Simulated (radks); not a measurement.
Question: The table gives one normalised radial function P(r) = r R(r) of Be+ in [He] 2s1 (r in bohr). Calculated with a radial shooting solver on a logarithmic mesh with Libxc functionals: non-relativistic Kohn-Sham, r2SCAN, spin-polarised, spherical densities, point nucleus; open shells are filled with parallel spins first; meta-GGA in the generalised Kohn-Sham scheme.

r,P
0.02565,0.0778
0.03158,0.0935
0.03858,0.1110
0.04712,0.1310
0.05801,0.1542
0.07085,0.1785
0.08724,0.2053
0.1066,0.2310
0.1312,0.2558
0.1602,0.2750
0.1973,0.2862
0.241,0.2840
0.2967,0.2628
0.3624,0.2191
0.4461,0.1454
0.5449,0.0459
0.6656,-0.0781
0.8195,-0.2316
1.001,-0.3901
1.232,-0.5417
1.505,-0.6516
1.853,-0.6993
2.263,-0.6643
2.787,-0.5497
3.404,-0.3943
4.191,-0.2323
5.119,-0.1136
6.302,-0.0420
7.697,-0.0121

Which n and l does it have? It may be an empty orbital.

Answer: n = 2, l = 0: the number of nodes gives n - l - 1 = 1, the rise at small r (about r^(l+1)) gives l, and the extent must fit the shell. The curve is that of 2s up; the table hardly tells the two spins apart. 2s up: eigenvalue -14.618 eV, 1 radial node at r = 0.589 bohr, <r> = 2.26 bohr, 90 % of the charge inside 3.48 bohr.
